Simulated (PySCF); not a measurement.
Species: C4H7NO2S.
Structure used (PBE0-D3(BJ)/def2-SVP), in Å, numbered top down from 1:
```
atom  x, y, z in Å
C1    -2.6908    0.2230   -0.0512
S2    -1.3115   -0.8807   -0.2742
O3    -1.2657   -1.2813   -1.6776
O4    -1.3543   -1.8874    0.7825
C5     0.1359    0.1454    0.0384
C6     1.3633   -0.7475   -0.1129
C7     2.5972   -0.0123    0.1190
N8     3.5610    0.5984    0.3094
H9    -2.6952    0.6022    0.9784
H10   -2.6382    1.0306   -0.7919
H11   -3.5779   -0.3997   -0.2298
H12    0.1330    0.9679   -0.6912
H13    0.0473    0.5490    1.0574
H14    1.2979   -1.5865    0.5985
H15    1.3808   -1.1831   -1.1249
```

Linear response at CAM-B3LYP/def2-SVPD (PySCF, frozen core in the response, non-relativistic).

Static isotropic polarisability: 78.46 au (11.63 Å³), principal values 66.6, 70.2, 98.6 au.

(1) What is the polarisability at 1064 nm and at the sodium D line?

(2) What is the isotropic C6 coefficient between two such molecules, C6 = (3/π)∫α(iω)² dω?

(3) Which effective excitation energy ω̄ makes London's formula C6 = (3/4)α²ω̄ exact here?

(4) What molar refraction at the D line follows from R = (4π/3)·N_A·α′, with α′ the polarisability volume?

(5) What does −C6/R⁶ come to at R = 12 Å between centres?

(6) What n − 1 at the D line would an ideal gas of it have at 273.15 K and 1 atm (2.6868 × 10¹⁹ cm⁻³), by n − 1 = 2π·N·α′?

(7) The lowest 6 singlets have (eV, f): 7.61, 0.000; 7.77, 0.013; 7.97, 0.028; 8.03, 0.000; 8.12, 0.017; 8.47, 0.061. What share of the static polarisability do they carry in the sum over states α = Σ f/ω²?

(8) How anisotropic is the static polarisability, by Δα² = ½[(α1 − α2)² + (α2 − α3)² + (α3 − α1)²]?

(9) How many electrons N does the Slater–Kirkwood formula C6 = (3/4)·√N·α^(3/2) need to give this C6?

## Answers

(1) 79.00 au at 1064 nm (+0.7 %), 80.26 au at 589.3 nm (+2.3 %). The rise at 589.3 nm is 3.34 times that at 1064 nm; a pure ω² law gives 3.26. The lowest singlet lies at 163 nm, shorter than both wavelengths.

(2) 2737 au (Eh·bohr⁶) by a ten-point quadrature over imaginary frequencies, which is 1640 eV·Å⁶ or 158 J·nm⁶/mol.

(3) ω̄ = 4·C6/(3α²) = 0.593 Eh = 16.1 eV. A one-pole form α(ω) = α/(1 − ω²/ω̄²) fitted to the 1064 nm value gives 14.1 eV.

(4) α′ = 11.89 Å³ gives R = 30.00 cm³/mol, for isolated, non-vibrating species.

(5) -53 J/mol. This is the leading, orientation-averaged term; C8 and higher terms are left out.

(6) 20.08 × 10⁻⁴, a formal value whether or not that pressure can be reached.

(7) 1.30 au, 1.7 % of α; the largest term, 0.63 au, is that of the state at 8.47 eV. Their oscillator strengths add up to 0.12. Higher states carry the rest.

(8) Δα = 30.4 au, or 0.39 of the isotropic value.

(9) N = (4·C6/3)²/α³ = 27.6; the species has 70 electrons in all.

One conformer stands for the species.
